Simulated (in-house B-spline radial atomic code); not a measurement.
## RPA and G0W0 on LDA exchange-only: B³⁺

Configuration 1s2, mean-field start LDA exchange-only. Computed with an all-electron radial atomic-structure program (B-spline basis): all electrons, non-relativistic, point nucleus, each spin shell either full or empty, empty states to l = 9 with an (l + 1/2)⁻⁴ tail; G0W0 by contour deformation at full frequency.

Relativity, left out, deepens the 1s level by about Z⁴α²/8 hartree.

Command:
```bash
python run_gw.py task.json out
```
Settings (radii: box in bohr, nucleus in fm):
```
Z                        5
electrons                2
configuration            1s2
hamiltonian              nr
method                   lda,
lmax                     9
spin_polarised           False
box_radius               14.14
intervals                44
ion_configuration        1s1
```

Time taken, with all properties: 0.8 s on 1 thread of Arm Neoverse N1 (shared host).

Energies (hartree):

```json
{"term": "mean-field total", "value": "-21.58014"}
{"term": "Hartree-Fock functional on these orbitals", "value": "-21.98304"}
{"term": "direct second order", "value": "-0.094524"}
{"term": "second-order exchange", "value": "0.047262"}
{"term": "SOSEX correction", "value": "0.044752"}
```

(1) What is the RPA correlation energy, and what remains with SOSEX?

Quasi-particle levels (eV):

| level | occupied | mean field | Σx - vxc | Σc | QP weight | G0W0 |
| --- | --- | --- | --- | --- | --- | --- |
| 1s | yes | -226.79 | -33.31 | ? | ? | ? |
| 2s | no | -40.32 | 2.66 | -0.18 | 0.999 | -37.84 |

G0W0 = mean field + (Σx - vxc) + Σc, with Σc (partial-wave tail included) taken at the quasi-particle energy.

(2) Where does G0W0 put 1s?

(3) What does it cost to remove one electron (to 1s1) by differences of total energies, each species on its own start (correlation terms add to the Hartree-Fock functional)?

## Answers

(1) RPA gives -0.089503 hartree (-1.22 eV per electron); RPA + SOSEX gives -0.044751, and the second-order doubles -0.047262 hartree (no singles). SOSEX takes back 50 % of the RPA value, the self-correlation of each of the two electrons.

(2) At -259.14 eV, with Σc = 0.95 eV and a quasi-particle weight of 0.985. The tabulated removal energy is 259.374 eV (NIST, tabulated theory).

(3) LDA exchange-only 253.09 eV, Hartree-Fock functional 258.09 eV, + RPA 259.90 eV, + RPA + SOSEX 259.31 eV, + second order 259.37 eV. Tabulated: 259.374 eV (NIST, tabulated theory).
